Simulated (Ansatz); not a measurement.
Relaxation of a periodic cell of 13 atoms, Zr₁₂B (host Zr, host structure hcp, interstitial B), to a largest force component of 0.03 eV/Å in at most 60 steps.

The calculation used DFT PBE-D3(BJ), scalar-relativistic, plane waves, PAW in Ansatz. Settings: cutoff 420 eV, k mesh 4x3x4, gaussian smearing 0.05 eV, no spin polarisation.

```xyz
13
Lattice="6.4600 0.0000 0.0000 -4.8450 8.3918 0.0000 0.0000 0.0000 5.1454" Properties=species:S:1:pos:R:3
Zr 0.000 0.000 0.000
Zr 0.000 1.865 2.573
Zr -1.615 2.797 0.000
Zr -1.615 4.662 2.573
Zr -3.230 5.595 0.000
Zr -3.230 7.459 2.573
Zr 3.230 0.000 0.000
Zr 3.230 1.865 2.573
Zr 1.615 2.797 0.000
Zr 1.615 4.662 2.573
Zr 0.000 5.595 0.000
Zr 0.000 7.459 2.573
B -1.534 6.466 6.433
```

Q: Where does it end, and by what steps?

A: It converged. Limits of this set-up: coarse k mesh, odd electron count without spin, a small cell, in which the defect meets its images. After 4 steps the energy has fallen by 0.245 eV; B13 moved furthest, 0.08 Å.

```csv
step,energy less start (eV),largest force component (eV/Å),accepted
0,0.0000,1.130,yes
1,-0.1205,0.667,yes
2,-0.2385,0.207,yes
3,-0.2423,0.094,yes
4,-0.2446,0.027,yes
```

```xyz
13
Lattice="6.4600 0.0000 0.0000 -4.8450 8.3918 0.0000 0.0000 0.0000 5.1454" Properties=species:S:1:pos:R:3
Zr 0.011 0.061 0.035
Zr 0.009 1.870 2.603
Zr -1.601 2.761 -0.006
Zr -1.618 4.594 2.603
Zr -3.242 5.589 -0.061
Zr -3.246 7.470 2.626
Zr 3.226 0.055 -0.024
Zr 3.229 1.884 2.573
Zr 1.630 2.792 -0.035
Zr 1.616 4.594 2.539
Zr 0.029 5.565 -0.064
Zr 0.022 7.470 2.646
B -1.598 6.518 6.434
```

Time of the run: 70 s on 4 threads of Arm Neoverse V2, with other jobs on the host, peak memory 1.2 GiB.
